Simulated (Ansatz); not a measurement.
Calculated with Ansatz (gas phase, PBE0-D4/def2-TZVP geometries, no zero-point term in ΔE). CCSD(T)/CBS is the MP2 limit (def2-TZVPP, def2-QZVPP) plus CCSD(T) − MP2 in def2-TZVPP, frozen cores. This one scheme is used for every species. Functionals use def2-TZVPP. B3LYP here is the variant with VWN-RPA as its local correlation; programs differ in this. HSE06 is defined as in plane-wave codes. Each species was taken in one conformer, which may not be the lowest.

Consider the ligand exchange at a B–C bond: `CCB(C)S` + H–F → `CCB(F)S` + CH₄.

`CCB(C)S`:

Z-matrix (Å, degrees):
```
C
C 1 1.520
H 1 1.094 2 111.5
H 1 1.093 2 111.7 3 119.9
H 1 1.094 2 111.5 3 -120.3
B 2 1.572 1 119.8 3 59.7
H 2 1.099 1 110.1 3 -64.3
H 2 1.100 1 109.8 3 -177.6
S 6 1.794 2 123.7 1 3.8
C 6 1.570 2 120.2 1 -175.7
H 9 1.344 6 99.4 2 -1.2
H 10 1.097 6 108.8 2 69.9
H 10 1.095 6 111.0 2 -46.1
H 10 1.091 6 114.9 2 -169.7
```

H–F:

```xyz
2

F    -0.278    0.024    0.366
H     0.278   -0.024   -0.366
```

`CCB(F)S`:

```xyz
11

C     0.610    1.192    0.784
C     0.475   -0.293    0.448
B    -0.678   -0.606   -0.559
F    -1.868   -0.026   -0.406
S    -0.444   -1.759   -1.928
H     1.374    1.358    1.547
H    -0.331    1.600    1.159
H     0.893    1.774   -0.097
H     0.241   -0.853    1.365
H     1.426   -0.699    0.091
H    -1.699   -1.689   -2.405
```

CH₄:

Cartesian coordinates in Å:
```
C 0.000 0.000 0.000
H -0.681 0.563 0.637
H 0.341 -0.890 0.529
H 0.858 0.622 -0.254
H -0.517 -0.296 -0.912
```

| level | ΔE (kcal/mol) | difference from CCSD(T)/CBS |
| --- | --- | --- |
| revPBE-D4 | -29.8 | 0.5 |
| BLYP-D4 | -33.4 | -3.1 |
| r2SCAN-D4 | -33.3 | -3.0 |
| B97M-V | -34.4 | -4.1 |
| B3LYP-D4 | -33.4 | -3.1 |
| r2SCANh-D4 | -33.0 | -2.7 |
| r2SCAN0-D4 | -32.6 | -2.3 |
| HSE06-D4 | -30.8 | -0.5 |
| BHLYP-D4 | -34.1 | -3.8 |
| CAM-B3LYP-D4 | -34.4 | -4.1 |
| ωB97X-V | -33.0 | -2.7 |
| ωB97M-V | -32.7 | -2.4 |
| PBE-QIDH | -31.3 | -1.0 |
| PBE | -32.4 | -2.1 |
| revPBE | -33.2 | -2.9 |
| BLYP | -36.3 | -6.0 |
| r2SCAN | -33.7 | -3.4 |
| PBE0 | -32.1 | -1.8 |
| B3LYP | -35.7 | -5.4 |
| r2SCANh | -33.5 | -3.2 |
| r2SCAN0 | -33.1 | -2.8 |
| HSE06 | -32.0 | -1.7 |
| BHLYP | -35.9 | -5.6 |
| CAM-B3LYP | -35.7 | -5.4 |
| LC-ωPBE | -32.8 | -2.5 |
| RPA@PBE/def2-TZVPP | -32.1 | -1.8 |
| HF/def2-SVP | -40.4 | -10.1 |
| MP2/def2-SVP | -36.6 | -6.3 |
| CCSD/def2-SVP | -37.3 | -7.0 |
| CCSD(T)/def2-SVP | -37.0 | -6.7 |
| MP2/def2-TZVPP | -30.5 | -0.2 |
| SCS-MP2/def2-TZVPP | -32.3 | -2.0 |
| CCSD/def2-TZVPP | -32.3 | -2.0 |
| CCSD(T)/def2-TZVPP | -31.6 | -1.3 |
| HF/def2-QZVPP | -38.1 | -7.8 |
| MP2/def2-QZVPP | -29.8 | 0.5 |
| SCS-MP2/def2-QZVPP | -31.6 | -1.3 |
| HF/CBS(def2) | -38.1 | -7.8 |
| MP2/CBS(def2) | -29.3 | 1.0 |
| CCSD/CBS(def2) | -31.0 | -0.7 |
| CCSD(T)/CBS | -30.3 | 0 |

Task: What do rigid-rotor, harmonic-oscillator terms from PBE0-D4/def2-TZVP frequencies (298.15 K, 1 bar) make of the CCSD(T)/CBS value? (An estimate is asked.)

Result: Computed: ΔZPE = +0.9 kcal/mol, ΔH = -29.7 kcal/mol, ΔS = -1 J/(mol·K), ΔG = -29.6 kcal/mol. Modes under 50 cm⁻¹ make the entropy rough.

Largest T1 diagnostic among the species: 0.012.

Leaving LDA and LC-ωPBE aside and taking each functional with its dispersion term where it has one, the values spread over 4.6 kcal/mol, from B97M-V to revPBE-D4. LDA lies +2.0 kcal/mol from PBE without D4. In def2-TZVPP, CCSD(T) changes the Hartree–Fock value by +6.5 kcal/mol (the triples alone add +0.7 kcal/mol) and MP2 by +7.6 kcal/mol.

CCSD(T)/CBS has its own doubt, a few kJ/mol and more with outer-core shells, so smaller differences from it don't rank the levels.
